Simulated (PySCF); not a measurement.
Cartesian coordinates in Å; atom numbers follow the order of the lines, from 1:
```xyz
21

P     2.0195    2.2856   -0.5961
Si    1.6283    0.2332    0.2894
P     2.5071   -1.2898   -1.1528
N    -0.0828   -0.0024    0.3354
C    -0.7054   -1.3230    0.3007
C    -2.2067   -1.0394    0.3866
C    -2.3292    0.3604   -0.2047
C    -1.0887    1.0486    0.3506
H     1.8673    2.9656    0.6530
H     3.4349    2.1529   -0.4394
H     2.2921    0.0977    1.6310
H     2.4773   -2.3520   -0.1947
H     3.8500   -0.9294   -0.8158
H    -0.3716   -1.9716    1.1314
H    -0.4571   -1.8528   -0.6403
H    -2.8108   -1.7959   -0.1347
H    -2.5264   -1.0273    1.4414
H    -2.2662    0.3159   -1.3045
H    -3.2651    0.8722    0.0630
H    -1.2871    1.4273    1.3746
H    -0.7774    1.9133   -0.2606
```

Geometry: PBE0-D3(BJ)/def2-SVP; GIAO shifts from PySCF 2.14.0 with density-fitted response routines, gas phase, non-relativistic, averaged over equivalent atoms.

At PBE0/pcSseg-1 (222 basis functions, 82 s wall time on 1 thread of an Arm Neoverse N1, shared host):
```tsv
atoms	δ (ppm)
P1/P3	-267.3
Si2	-8.1
N4	36.9
C5/C8	51.0
C6/C7	30.7
H11	6.41
H14/H15/H20/H21	2.88
H9/H10/H12/H13	1.75
H16/H17/H18/H19	1.66
```

Referencing at the same level of theory: ³¹P (σref 310.13) against H3PO4; ²⁹Si (σref 351.99) and ¹³C (σref 184.41) and ¹H (σref 31.27) against TMS; NH3 for ¹⁵N (σref 265.67).

Task: Estimate the result of repeating the calculation with wB97X-D/pcSseg-1.

Result: 
```json
{"atoms": "P1/P3", "δ at wB97X-D/pcSseg-1": "-267.3", "change": "+0.0"}
{"atoms": "Si2", "δ at wB97X-D/pcSseg-1": "-8.3", "change": "-0.2"}
{"atoms": "N4", "δ at wB97X-D/pcSseg-1": "31.3", "change": "-5.6"}
{"atoms": "C5/C8", "δ at wB97X-D/pcSseg-1": "50.5", "change": "-0.5"}
{"atoms": "C6/C7", "δ at wB97X-D/pcSseg-1": "30.2", "change": "-0.5"}
{"atoms": "H11", "δ at wB97X-D/pcSseg-1": "6.13", "change": "-0.28"}
{"atoms": "H14/H15/H20/H21", "δ at wB97X-D/pcSseg-1": "2.81", "change": "-0.07"}
{"atoms": "H9/H10/H12/H13", "δ at wB97X-D/pcSseg-1": "1.70", "change": "-0.05"}
{"atoms": "H16/H17/H18/H19", "δ at wB97X-D/pcSseg-1": "1.63", "change": "-0.03"}
```

Chemical shifts δ = σref − σ; H3PO4 for ³¹P (σ = 307.18 ppm); ²⁹Si (σ = 352.93 ppm), ¹³C (σ = 184.54 ppm), ¹H (σ = 31.38 ppm) vs TMS; ¹⁵N (σ = 263.98 ppm) against NH3, all at this level.

The largest change is at N4 (nitrogen bonded to 2 C, Si, in a 5-membered ring). Cost: 222 basis functions, 110 s wall time on 1 thread of an Arm Neoverse N1, shared host.

Experimental scales use liquid or dissolved standards, which lie at an offset from isolated NH3 (liquid NH3: subtract about 20 ppm) and H3PO4.
